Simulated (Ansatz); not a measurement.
Coupled-cluster run, FGeH5OSSi, SMILES `O[SiH](F)[S][GeH3]`.

```yaml
crystal:
  periodic: [false, false, false]
  atoms:
    - {symbol: O, position_ang: [-0.009921, 1.558552, 0.617048]}
    - {symbol: Si, position_ang: [0.818339, 0.288281, 1.226304]}
    - {symbol: F, position_ang: [-0.122726, -0.421771, 2.304612]}
    - {symbol: S, position_ang: [1.326097, -0.991904, -0.355490]}
    - {symbol: Ge, position_ang: [-0.567339, -0.815865, -1.541715]}
    - {symbol: H, position_ang: [-0.541567, 2.079758, 1.221942]}
    - {symbol: H, position_ang: [2.045529, 0.677050, 1.948227]}
    - {symbol: H, position_ang: [-1.774453, -0.862378, -0.598338]}
    - {symbol: H, position_ang: [-0.545400, -2.042990, -2.461770]}
    - {symbol: H, position_ang: [-0.545460, 0.479967, -2.357819]}
basis:
  gaussian: {orbitals: def2-TZVPP}
correlation: {method: ccsd_t}
output: {orbitals: {seedname: orbitals}}
```

```sh
$ ansatz run in.yaml --threads 4 --pin off --events-out ev --progress --plain
```

Log, shortened:

```
Functional definition: HF
1600 factors; integrals over basis functions are off by at most 7.9e-4 eV
mean field evaluation 1: about -79979.1572 eV, gradient 4.3e1 eV
mean field evaluation 2: about -79979.4442 eV, gradient 4.4e1 eV
mean field evaluation 4: about -79983.1297 eV, gradient 3.2e0 eV
mean field evaluation 8: about -79983.1878 eV, gradient 2.8e-1 eV
mean field -79983.18817897 eV, -2939.3279510251 hartree, gradient 3.4e-6 eV, S^2 0.000000; 0 other end points of the search recorded, 0 dependent functions left out
21 core orbitals not correlated: weight in the atoms' cores, before any rotation towards them, 1.000 or more for the frozen orbitals, at most 0.000 for the correlated occupied ones
reference -79983.18817897 eV, -2939.3279510251 hartree; 21, 21 occupied and 222, 222 virtual orbitals, 1600 factors
second order -28.40888274 eV of doubles, -0.00000000 eV of singles
cycle   1  -28.51154089 eV  change   -1.0e-1 eV  update   1.2e-1
cycle   2  -29.25267836 eV  change   -7.4e-1 eV  update   3.4e-2
cycle   3  -29.38580526 eV  change   -1.3e-1 eV  update   1.7e-2
cycle   4  -29.36744881 eV  change    1.8e-2 eV  update   3.6e-3
cycle   5  -29.36545003 eV  change    2.0e-3 eV  update   1.6e-3
cycle   6  -29.36606527 eV  change   -6.2e-4 eV  update   4.4e-4
cycle   7  -29.36576957 eV  change    3.0e-4 eV  update   1.5e-4
cycle   8  -29.36572515 eV  change    4.4e-5 eV  update   4.7e-5
perturbative correction -1.06711785 eV, -0.0392158575 hartree
Total energy: -80013.62102197 eV, -2940.4463373770 hartree
```

Run time 5.1 min (4 threads of a server CPU on a shared host); peak host memory 6.4 GiB.

Correlation energy per correlated electron: -0.725 eV. T1 diagnostic: 0.0117.
